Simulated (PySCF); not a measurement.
Compound: C5H4Br (charge -1).
Numbering: `[Br:1][c:2]1[cH:3][cH:4][cH:5][cH-:6]1` (hydrogens: H7 on C3; H8 on C4; H9 on C5; H10 on C6)
Bond orders are those of one Lewis drawing.

Computed by this run: PBE0-D3(BJ)/def2-TZVP geometry optimisation, gas phase in PySCF; density fitting, grid level 2; the optimiser is geomeTRIC in internal coordinates, started from a GFN2-xTB structure.

Step 0: E = -75284.2075 eV
```
atom  x, y, z in Å  |  force x, y, z in eV/Å
Br1     2.9874   -0.1568   -0.2163   -0.277   0.011   0.019
C2      1.0688   -0.0569   -0.0795    0.821  -0.041  -0.059
C3      0.2425   -1.1262    0.2402    0.334  -0.570   0.106
C4     -1.0566   -0.6226    0.2325   -0.612  -0.278   0.117
C5     -1.0075    0.7334   -0.0886   -0.586   0.342  -0.030
C6      0.3232    1.0962   -0.2859    0.372   0.537  -0.157
H7      0.5530   -2.1391    0.4502    0.035  -0.050   0.010
H8     -1.9514   -1.1943    0.4431   -0.064  -0.043   0.013
H9     -1.8570    1.3990   -0.1725   -0.060   0.045  -0.005
H10     0.7065    2.0719   -0.5457    0.038   0.047  -0.015
```

Q: Estimate the geometry and energy of step 1. (The exact step hangs on the optimiser's Hessian estimate; all steps are aligned on step 0, rigid shifts and turns removed.)

A: E = -75284.2282 eV, largest force 0.084 eV/Å
```
atom  x, y, z in Å  |  force x, y, z in eV/Å
Br1     2.9759   -0.1581   -0.2162    0.083  -0.004  -0.006
C2      1.0807   -0.0570   -0.0799   -0.047   0.000   0.003
C3      0.2481   -1.1337    0.2419    0.015   0.005  -0.002
C4     -1.0646   -0.6272    0.2342   -0.027  -0.015   0.007
C5     -1.0151    0.7390   -0.0891   -0.029   0.018  -0.002
C6      0.3292    1.1040   -0.2879    0.015  -0.004   0.000
H7      0.5634   -2.1464    0.4520    0.007  -0.010   0.001
H8     -1.9598   -1.2012    0.4441   -0.013  -0.006   0.002
H9     -1.8653    1.4060   -0.1733   -0.012   0.007  -0.001
H10     0.7165    2.0793   -0.5483    0.007   0.009  -0.003
```

The energy changes by -0.0207 eV. The first-order estimate −F·Δx gives -0.0419 eV and the mean of the old and new forces, exact on a quadratic surface, -0.0208 eV. The step makes an angle of 42° with the force vector and moves no atom by more than 0.013 Å.

The cost below is that of the whole optimisation. Time: 72 s of wall time; peak memory 0.93 GiB. Hardware: an Arm Neoverse V2 with one thread, on a shared host.
